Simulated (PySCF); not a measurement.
# Br²⁺: script and output

File input.py (PySCF 2.14):

```python
from pyscf import gto, scf, cc

mol = gto.M(
    atom='Br 0 0 0',
    basis='cc-pvdz',
    charge=2,
    spin=3,
    verbose=4,
)
mf = scf.UHF(mol)
mf.kernel()
mycc = cc.CCSD(mf, frozen=9)
mycc.kernel()
mycc.ccsd_t()
mf.dip_moment()
print('orbital energies (hartree):', [e[max(0, n-3):n+3].round(4) for e, n in zip(mf.mo_energy, mol.nelec)])
```

```bash
$ OMP_NUM_THREADS=1 python input.py
```

It prints (some set-up lines and the per-cycle HOMO/LUMO lines with their warnings removed):

```
PySCF version 2.14.0

[INPUT] verbose = 4
[INPUT] num. atoms = 1
[INPUT] num. electrons = 33
[INPUT] charge = 2
[INPUT] spin (= nelec alpha-beta = 2S) = 3
[INPUT] symmetry False subgroup None
[INPUT] Mole.unit = angstrom
[INPUT] Symbol           X                Y                Z      unit          X                Y                Z       unit  Magmom
[INPUT]  1 Br     0.000000000000   0.000000000000   0.000000000000 AA    0.000000000000   0.000000000000   0.000000000000 Bohr   0.0

nuclear repulsion = 0
number of shells = 6
number of NR pGTOs = 77
number of NR cGTOs = 27
basis = cc-pvdz
ecp = {}

******** <class 'pyscf.scf.uhf.UHF'> ********
method = UHF
initial guess = minao
damping factor = 0
level_shift factor = 0
DIIS = <class 'pyscf.scf.diis.CDIIS'>
diis_start_cycle = 1
diis_space = 8
diis_damp = 0
SCF conv_tol = 1e-09
SCF conv_tol_grad = None
SCF max_cycles = 50
direct_scf = True
direct_scf_tol = 1e-13
number electrons alpha = 18  beta = 15
Set gradient conv threshold to 3.16228e-05
init E= -2571.12962757338

cycle= 1 E= -2571.1141426325  delta_E= 0.0155  |g|= 0.395  |ddm|= 0.906
cycle= 2 E= -2571.22431215601  delta_E= -0.11  |g|= 0.0819  |ddm|= 0.629
cycle= 3 E= -2571.22688730443  delta_E= -0.00258  |g|= 0.0148  |ddm|= 0.0757
cycle= 4 E= -2571.2270784387  delta_E= -0.000191  |g|= 0.00288  |ddm|= 0.0308
cycle= 5 E= -2571.22708621157  delta_E= -7.77e-06  |g|= 0.000199  |ddm|= 0.00869
cycle= 6 E= -2571.22708624302  delta_E= -3.14e-08  |g|= 6.01e-06  |ddm|= 0.000609
cycle= 7 E= -2571.22708624304  delta_E= -1.55e-11  |g|= 4.42e-07  |ddm|= 8.7e-06
Extra cycle  E= -2571.22708624304  delta_E= 4.55e-13  |g|= 7.21e-08  |ddm|= 4.35e-07
converged SCF energy = -2571.22708624304  <S^2> = 3.7506169  2S+1 = 4.0003084

******** <class 'pyscf.cc.uccsd.UCCSD'> ********
CC2 = 0
CCSD nocc = (np.int64(9), np.int64(6)), nmo = (18, 18)
frozen orbitals 9
max_cycle = 50
direct = 0
conv_tol = 1e-07
conv_tol_normt = 1e-06
diis_space = 6
diis_start_cycle = 0
diis_start_energy_diff = 1e+09
Init t2, MP2 energy = -0.0670373440934551
Init E_corr(UCCSD) = -0.0670373440934567
cycle = 1  E_corr(UCCSD) = -0.0784283891635764  dE = -0.0113910451  norm(t1,t2) = 0.0344855
cycle = 2  E_corr(UCCSD) = -0.0809124159085552  dE = -0.00248402674  norm(t1,t2) = 0.00894224
cycle = 3  E_corr(UCCSD) = -0.081727540339674  dE = -0.000815124431  norm(t1,t2) = 0.00284164
cycle = 4  E_corr(UCCSD) = -0.0817188386903264  dE = 8.70164935e-06  norm(t1,t2) = 0.000264355
cycle = 5  E_corr(UCCSD) = -0.081717134562301  dE = 1.70412803e-06  norm(t1,t2) = 2.88053e-05
cycle = 6  E_corr(UCCSD) = -0.0817174243304011  dE = -2.897681e-07  norm(t1,t2) = 9.39629e-06
cycle = 7  E_corr(UCCSD) = -0.0817174105743686  dE = 1.37560326e-08  norm(t1,t2) = 1.41998e-06
cycle = 8  E_corr(UCCSD) = -0.0817174187895596  dE = -8.21519101e-09  norm(t1,t2) = 1.23437e-07
UCCSD converged
E(UCCSD) = -2571.308803661825  E_corr = -0.08171741878955957
UCCSD(T) correction = -0.000828557190285407

WARN: System has nonzero charge 2; the dipole moment is origin-dependent.
Location of origin: [0. 0. 0.]

Dipole moment(X, Y, Z, Debye): -0.00000, -0.00000, -0.00000
orbital energies (hartree): [array([-1.2913, -1.2913, -1.2913, -0.0693, -0.0693, -0.0693]), array([-4.0966, -4.0966, -1.5631, -0.7184, -0.7184, -0.7184])]
```

In short: E(SCF) = -2571.227086 Eh, 7 cycles, E(CCSD) − E(SCF) = -0.08172 Eh, (T) = -0.00083 Eh, ⟨S²⟩ = 3.751.

It ran on Arm Neoverse V2 (1 thread, shared host) in 0.79 s, peak memory 0.11 GiB.

No search for the lowest solution was made.
